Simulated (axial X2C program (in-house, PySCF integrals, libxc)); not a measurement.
Correcting the dissociation energy of LiBr⁺ for spin–orbit coupling

A spin-free CCSD(T) curve (one-electron X2C) was computed with an in-house all-electron X2C program for linear molecules (integrals from PySCF), basis Br dyall-cv3z [8s9p6d4f1g], Li dyall-cv3z [7s8p2d] (cores contracted in-house), for the state M_S = 1/2, Λ = 1 (beyond evenly filled blocks: π+α, π+β, π-α). It gives D0 = 0.544 eV to Br + Li+, which in a spin-free picture are the weighted means of the ground terms.

Correlated methods: 7 electrons correlated (number of frozen shells: Br 3 s, 2 p, 1 d; Li 1 s), 187 virtual spin orbitals or spinors in MP2, 58 natural virtuals in coupled cluster.

Measured levels of the ground terms (NIST Handbook of Basic Atomic Spectroscopic Data), in cm⁻¹: Br 2P: J = 3/2 at 0, J = 1/2 at 3685.2; Li+ 1S: J = 0 at 0.

The two components of the molecular doublet are 2105 cm⁻¹ apart in the PBE0 2c search (Ω = 3/2 lower), so the lower one lies 1052 cm⁻¹ under their mean.

(1) How far does each ground level lie under the (2J+1)-weighted mean of its term?

(2) Correct D0.

Second-order spin–orbit effects in the molecule, which grow quickly with Z, are left out. The state is one determinant whose occupation by symmetry is held fixed; it was picked as the lowest of a PBE0 search that is not exhaustive. De is counted from the lowest determinant-based energies of the atoms at the same level, without counterpoise correction. CCSD and (T) use frozen natural virtuals with an MP2 correction for the truncation; (T) itself is uncorrected, so its De runs slightly low.

Answers

(1) Br: (4 × 0 + 2 × 3685.2)/6 = 1228 cm⁻¹; Li+: a single level, 0.

(2) D0 = 0.544 + (1052 − 1228)/8065.5 = 0.522 eV at CCSD(T) with these spin–orbit terms. The direct two-component run gives 0.550 eV; the difference holds second-order terms in the molecule, scalar two-electron terms, the gap between measured and computed atomic splittings (a 2c atom can miss part of its lowering) and, in coupled cluster, the truncation of each run.
